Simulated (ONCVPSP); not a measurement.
**Which change was made? (Mn, ONCV)**

manganese (Mn), optimised norm-conserving Vanderbilt (ONCV), made with ONCVPSP 4.0.1 (LDA (Perdew-Zunger), scalar-relativistic). Core [Ar], reference 3d5 4s2. Waves: 4s: rc 2.55 bohr, ncon 3, nbas 6, qcut 2.6 1/bohr, 2 projectors, debl 0.8 Ha; p scattering state at 0.09 Ha: rc 2.30 bohr, ncon 4, nbas 7, qcut 4 1/bohr, 2 projectors, debl 1.2 Ha; 3d: rc 1.80 bohr, ncon 4, nbas 9, qcut 8.2 1/bohr, 1 projector. Local part: polynomial inside 1.30 bohr (lpopt 4, dvloc0 -1 Ha). Core correction: none.

In the p channel the program set the typed energies aside and used 0.050, 1.250 Ha.

Cutoffs, loose and tight: the cutoffs (Ha) at which the residual kinetic energy of the hardest occupied pseudo-wave falls to 1 and 0.1 mHa per electron. They do not see the model core or the augmentation charge, which bear on the density cutoff. Test errors are all-electron minus pseudo excitation energies from the reference, over the configurations 3d5 4s1; 3d5 4s0; 3d4 4s0; 3d4 4s2; variants that change the core or the reference have their own tests.

The base gives: outcome: generated, projector energies reset by the program; cutoff, loose: 28 Ha; cutoff, tight: 31 Ha; bound ghosts: none; GHOST(+) flags above zero: s, p; largest test error (meV): +36.

Task: After one change the result is: outcome: generated; cutoff, loose: 41 Ha; cutoff, tight: 47 Ha; bound ghosts: none; GHOST(+) flags above zero: none; largest test error (meV): +49. Which change was it?
A. functional PBE
B. reference 3d5 4s1
C. d: rc 2.1
D. core [Ne], valence charge 15; reference 3s2 3p6 3d5 4s2; waves now 3s+4s: rc 1.40 bohr, ncon 3, nbas 7, qcut 10.5 1/bohr, 2 projectors; 3p: rc 1.45 bohr, ncon 4, nbas 8, qcut 9.3 1/bohr, 2 projectors, debl 3.8 Ha; 3d: rc 1.65 bohr, ncon 4, nbas 8, qcut 11 1/bohr, 2 projectors, debl 2.4 Ha; local potential polynomial inside 1.25 bohr (lpopt 1, dvloc0 -1 Ha)

Result: D. The others give: d: rc 2.1 → outcome: generated, projector energies reset by the program; cutoff, loose: 25 Ha; cutoff, tight: 28 Ha; bound ghosts: none; GHOST(+) flags above zero: s, p; largest test error (meV): +79 | reference 3d5 4s1 → outcome: generated, projector energies reset by the program; cutoff, loose: 28 Ha; cutoff, tight: 31 Ha; bound ghosts: none; GHOST(+) flags above zero: s, p; largest test error (meV): -24 | functional PBE → outcome: generated, projector energies reset by the program; cutoff, loose: 28 Ha; cutoff, tight: 31 Ha; bound ghosts: none; GHOST(+) flags above zero: s, p; largest test error (meV): +106.
